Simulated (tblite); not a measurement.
Species: C₆H₈ClFO.
Atom-mapped SMILES: `[CH2:1]=[CH:2][C@@H:3]([Cl:4])[C@@:5]([CH3:6])([F:7])[CH:8]=[O:9]` (hydrogens: H10, H11 on C1; H12 on C2; H13 on C3; H14, H15, H16 on C6; H17 on C8)

Computed with GFN2-xTB (tblite), gas phase: Langevin dynamics at 200 K from the optimised GFN2-xTB geometry, time step 0.5 fs, friction 0.01 fs⁻¹, 2000 steps. The instantaneous temperature is 2·E(kin)/(3Nk) with all 3N coordinates.

```csv
t (fs),T (K),E(pot) above start (eV),C1=C2 (Å),C2–C3 (Å),C3–Cl4 (Å),C3–C5 (Å),C5–C6 (Å),C1–H10 (Å),C1–C2–C3–Cl4 (°)
0,173,0.000,1.320,1.493,1.798,1.539,1.527,1.077,118
25,125,0.266,1.339,1.533,1.774,1.555,1.502,1.073,115
50,143,0.262,1.318,1.505,1.811,1.534,1.537,1.097,113
75,182,0.220,1.308,1.506,1.765,1.519,1.536,1.060,115
100,141,0.385,1.336,1.521,1.845,1.500,1.550,1.075,114
125,209,0.340,1.309,1.502,1.798,1.531,1.546,1.085,125
150,189,0.309,1.319,1.458,1.789,1.530,1.535,1.054,128
175,168,0.262,1.337,1.534,1.800,1.595,1.543,1.094,129
200,166,0.236,1.327,1.495,1.773,1.538,1.530,1.091,118
225,176,0.287,1.319,1.487,1.838,1.537,1.549,1.048,111
250,154,0.339,1.307,1.523,1.793,1.545,1.530,1.074,113
275,175,0.330,1.341,1.507,1.752,1.538,1.505,1.098,117
300,130,0.412,1.343,1.469,1.855,1.513,1.505,1.086,118
325,132,0.391,1.327,1.523,1.758,1.533,1.498,1.089,117
350,187,0.317,1.299,1.537,1.762,1.543,1.494,1.066,117
375,153,0.373,1.326,1.518,1.819,1.549,1.560,1.069,120
400,157,0.343,1.335,1.511,1.769,1.534,1.543,1.110,120
425,178,0.303,1.347,1.525,1.816,1.514,1.489,1.072,113
450,216,0.268,1.327,1.486,1.783,1.543,1.539,1.063,110
475,183,0.397,1.302,1.484,1.846,1.516,1.548,1.118,107
500,167,0.443,1.344,1.491,1.774,1.574,1.557,1.042,110
525,250,0.224,1.325,1.487,1.810,1.548,1.505,1.086,107
550,126,0.441,1.306,1.490,1.814,1.553,1.498,1.094,117
575,247,0.370,1.339,1.505,1.789,1.512,1.547,1.059,113
600,278,0.423,1.316,1.480,1.814,1.492,1.600,1.063,118
625,197,0.554,1.289,1.504,1.766,1.516,1.575,1.128,118
650,191,0.340,1.303,1.508,1.823,1.569,1.546,1.087,121
675,190,0.374,1.330,1.487,1.791,1.557,1.528,1.051,119
700,153,0.383,1.333,1.486,1.812,1.544,1.497,1.096,117
725,202,0.224,1.309,1.501,1.795,1.549,1.502,1.080,123
750,187,0.419,1.310,1.472,1.811,1.525,1.550,1.069,131
775,180,0.383,1.350,1.485,1.831,1.500,1.587,1.074,141
800,178,0.425,1.353,1.494,1.777,1.486,1.538,1.084,153
825,184,0.384,1.326,1.540,1.765,1.584,1.529,1.091,155
850,174,0.495,1.316,1.503,1.792,1.615,1.484,1.058,148
875,188,0.437,1.345,1.440,1.801,1.613,1.522,1.098,148
900,232,0.366,1.333,1.507,1.764,1.505,1.569,1.092,126
925,254,0.283,1.300,1.552,1.830,1.526,1.553,1.036,114
950,231,0.262,1.307,1.494,1.800,1.517,1.515,1.096,100
975,195,0.334,1.325,1.531,1.881,1.530,1.550,1.136,98
1000,207,0.304,1.318,1.509,1.762,1.523,1.514,1.031,103
```

Task: From 500 fs on, how do temperature and potential energy compare with equipartition?

Result: The mean temperature of these 21 frames is 201 K against the target 200 K, and the mean potential energy 0.37 eV against 45 × kT/2 = 0.39 eV for 45 classical harmonic modes. For 17 atoms in a canonical ensemble the temperature itself scatters by T·√(2/(3N)) = 40 K; here its standard deviation is 36 K. The whole run lasts only 10 friction times of 100 fs, so these averages carry a wide statistical error.

Task: What are the kinetic and total energies of the listed frame with the highest potential energy?

Result: The one at 625 fs, 0.554 eV above the start. Its kinetic energy is 3NkT/2 = 0.433 eV at 197 K, so the sum is 0.99 eV; over the listed frames the sum runs from 0.38 to 1.03 eV, since the thermostat adds and removes energy.

Task: How much do the listed bonds fluctuate from 500 fs on?

Result: 
| bond | at the start (Å) | mean (Å) | standard deviation (Å) |
| --- | --- | --- | --- |
| C1=C2 | 1.320 | 1.323 | 0.017 |
| C2–C3 | 1.493 | 1.498 | 0.023 |
| C3–Cl4 | 1.798 | 1.800 | 0.028 |
| C3–C5 | 1.539 | 1.540 | 0.035 |
| C5–C6 | 1.527 | 1.537 | 0.031 |
| C1–H10 | 1.077 | 1.079 | 0.027 |

The motion is classical and holds no zero-point motion.

What follows is the cost of the whole dynamics run. Time: 15 s; peak memory 0.18 GiB. Hardware: Arm Neoverse V1, one thread, no GPU, shared host with 64 logical CPUs at a one-minute load of 19.
